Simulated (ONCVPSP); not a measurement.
## C (Z = 6), ONCV: configuration errors across variants

C, optimised norm-conserving Vanderbilt (ONCV), made with ONCVPSP 4.0.1 (PBE, non-relativistic). Core [He], reference 2s2 2p2. Waves: 2s: rc 0.95 bohr, ncon 4, nbas 8, qcut 5.8 1/bohr, local; 2p: rc 1.80 bohr, ncon 3, nbas 6, qcut 8.7 1/bohr, 3 projectors, debl 2.6 Ha. Local part: the s channel. Core correction: none.

All-electron excitation energies from the reference (eV): (1) 2s2 2p1 10.865; (2) 2s2 2p0 35.024; (3) 2s1 2p0 83.197; (4) 2s1 2p3 8.463.

Errors AE − PS in meV (a dash: test not solved or not reliable):

| change | (1) | (2) | (3) | (4) | bound ghosts | GHOST(+) flags above zero |
| --- | --- | --- | --- | --- | --- | --- |
| base | +18 | +194 | +441 | +2.2 | none | none |
| p: qcut 5.2 | +40 | +367 | +778 | -2.5 | none | none |
| all radii scaled by about 1.20 (s 1.14, p 2.16 bohr) | +35 | +321 | +672 | +0.1 | none | none |

Problem. Give the same row for: s: qcut 6.4; p: qcut 9.5.

Solution. +17, +183, +424, +1.9; bound ghosts: none; GHOST(+) flags above zero: none.
